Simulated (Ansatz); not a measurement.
C₂H₈N₂, charge -1, doublet, at the geometry of the source list (a state made from the parent by changing its charge; the spin is typed, not shown lowest) (a gas-phase anion, which may not be bound at this level). Base run: R2SCAN/pcseg-1 run with Ansatz (a program for electronic structure).

Input for Ansatz:
Ansatz 0.2 input:
```yaml
crystal:
  periodic: [false, false, false]
  atoms:
    - {symbol: N, position_ang: [1.81950000, 0.32830000, -0.22850000]}
    - {symbol: C, position_ang: [0.58870000, 0.06660000, 0.49630000]}
    - {symbol: C, position_ang: [-0.52930000, -0.28720000, -0.48430000]}
    - {symbol: N, position_ang: [-1.74500000, -0.60500000, 0.24350000]}
    - {symbol: H, position_ang: [2.57600000, 0.52730000, 0.41560000]}
    - {symbol: H, position_ang: [1.70680000, 1.13510000, -0.83450000]}
    - {symbol: H, position_ang: [0.25620000, 0.91600000, 1.12030000]}
    - {symbol: H, position_ang: [0.75780000, -0.78560000, 1.15790000]}
    - {symbol: H, position_ang: [-0.23140000, -1.17120000, -1.05210000]}
    - {symbol: H, position_ang: [-0.64970000, 0.54680000, -1.19940000]}
    - {symbol: H, position_ang: [-2.48190000, -0.87720000, -0.39670000]}
    - {symbol: H, position_ang: [-2.06750000, 0.20610000, 0.76200000]}
basis:
  gaussian:
    orbitals: pcseg-1.json
hamiltonian:
  xc: r2scan
total_charge: -1
magnetization: {spin_polarized: true, initial_magnetization: 1}
```
The basis file holds pcseg-1 in the JSON format of the Basis Set Exchange.

Variants of this job, named by their change:

| change | E (Eh) | SCF-reference <S^2> | core-seconds (rough) |
|---|---|---|---|
| base | -190.24840 | 0.753 | 20 |
| functional = blyp; dispersion = d4 | -190.29971 | 0.750 | 10 |
| functional = lc_wpbe | -190.24270 | 0.752 | 30 |
| functional = blyp; dispersion = d3bjatm | -190.29694 | 0.750 | 10 |
| functional = revpbe | -190.31183 | 0.751 | 10 |
| functional = pbe0 | -190.14046 | 0.751 | 20 |
| functional = hse06 | -190.13037 | 0.751 | 20 |
| functional = pbe | -190.12752 | 0.751 | 10 |
| functional = hf | -189.07064 | 0.753 | 20 |
| functional = cam_b3lyp | -190.26582 | 0.751 | 20 |
| functional = b3lyp5 | -190.25135 | 0.751 | 20 |
| functional = B2PLYP | -190.14309 | 0.751 | 30 |
| functional = blyp | -190.28208 | 0.750 | 8 |

Totals shift with the method and basis; they matter in differences.

A gas-phase anion may not be bound at this level; its values then depend on the basis.
